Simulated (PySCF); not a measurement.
Calculation: M06-2X/def2-TZVP // PBE0-D3(BJ)/def2-TZVP (PySCF). Isolated molecules, 0 K electronic values unless said otherwise. One relaxed conformer stands for a flexible species; it need not be the lowest. Delta-SCF ions had no search for a lower state. Excitations are Tamm–Dancoff values on a coarser integration grid. The basis has no diffuse functions, so Rydberg states are missing or too high.

Reference species (SMILES): `[SiH3][Ga]([SiH3])[SH]` (Si–Ga–S–H torsion 1°) (neutral, multiplicity 1).

```json
{
 "vertical ionisation energy (Delta-SCF)": "9.17 eV",
 "T1 excitation (TDA)": "3.48 eV"
}
```

Changed species: `[SiH3][Ga]([SiH3])[SiH3]` (0 of 3 SiH3 replaced by SH; the reference has 1 of 3 SiH3 replaced by SH).

Question: Predict the effect on the vertical ionisation energy (Delta-SCF) and T1 excitation (TDA).

Answer: the vertical ionisation energy (Delta-SCF) drops by 0.21 eV, to 8.96 eV; the T1 excitation (TDA) falls by 0.73 eV, to 2.75 eV.
